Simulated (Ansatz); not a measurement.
The cluster Al₂N₂, relaxed as a quintet with UKS PBE0-D4/def2-TZVP in Ansatz, starting from the PBE0-D4/def2-TZVP geometry of the neutral singlet. Force threshold 0.02 eV/Å.

The relaxation made no stability test and no search for a lower SCF solution. At PBE0-D4/def2-TZVP a singlet of charge 0 lies 2.80 eV below the quintet, each at its own geometry. The structure comes from a short search, and lower isomers may exist.

Start:

```xyz
4

Al   -0.707    1.649    0.630
Al    0.707   -1.649   -0.631
N    -0.561   -0.274    0.089
N     0.561    0.274   -0.089
```

```
step  energy (eV)  largest force component (eV/Å)  SCF passes
   1  -16160.4924                           1.846          63
   2  -16160.5484                           0.820          22
   3  -16160.5656                           0.079          22
   4  -16160.5660                           0.013          24
   5  -16160.5660                           0.001          15
   6  -16160.5667                           0.028          28
   7  -16160.5687                           0.055          28
   8  -16160.5772                           0.139          28
   9  -16160.5814                           0.093          26
  10  -16160.6103                           0.574          32
  11  -16160.6494                           1.063          32
  12  -16160.7242                           0.763          32
  13  -16160.9496                           0.706          32
  14  -16161.1997                           0.814          34
  15  -16161.4454                           0.468          35
  16  -16161.5392                           0.709          32
  17  -16161.5933                           0.230          29
  18  -16161.6005                           0.086          30
  19  -16161.6011                           0.054          30
  20  -16161.6012                           0.038          28
  21  -16161.6013                           0.003          26
```

Force components are those of the run's own axes.

End:

```xyz
4

Al   -0.769    1.220   -0.197
Al    0.067   -0.923   -1.124
N    -0.168   -0.443    0.870
N     0.870    0.145    0.451
```

By distances, no bond broke or formed, bridged metal pairs apart. The bond that changes most is Al1–N3, from 2.00 to 2.07 Å (atoms count from 1). Metal–metal contacts that move far: Al1–Al2 3.80 to 2.48 Å.

The force fell under the threshold at step 4, but the optimiser went on and released 1.035 eV more. No frequencies were taken in this run, so the end may be a saddle point.

It took 21 s on 4 threads of INTEL XEON PLATINUM 8581C on a shared host.
